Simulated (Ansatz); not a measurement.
Cartesian coordinates in Å:
```
F -1.4183 1.6784 -0.9207
C -0.5366 0.8381 -0.3890
C -0.7744 -0.4736 -0.2249
In 1.0902 -0.8690 0.6236
S 1.0032 1.5635 0.1012
H -1.6952 -0.9654 -0.5064
H 2.3312 -1.7721 1.3163
```

The species carries charge 0 and has multiplicity 1. In takes the def2 core potential.

List the PBE0/def2-TZVPP orbital energies in eV (the Gaussian-basis code of Ansatz). (Estimate.)

The calculation gave: Occupied: -2421.91, -674.62, -281.53, -278.20, -217.23, -161.08, -160.97, -160.89, -129.02, -85.48, -85.28, -85.16, -34.65, -23.11, -22.11, -21.98, -21.92, -21.91, -21.50, -18.99, -16.56, -13.64, -13.51, -13.27, -11.93, -9.91, -9.14, -8.88, -7.52, -6.23. Lowest empty: -2.00, -0.92, -0.41, 0.74, 1.16, 1.47, 1.98, 2.23.
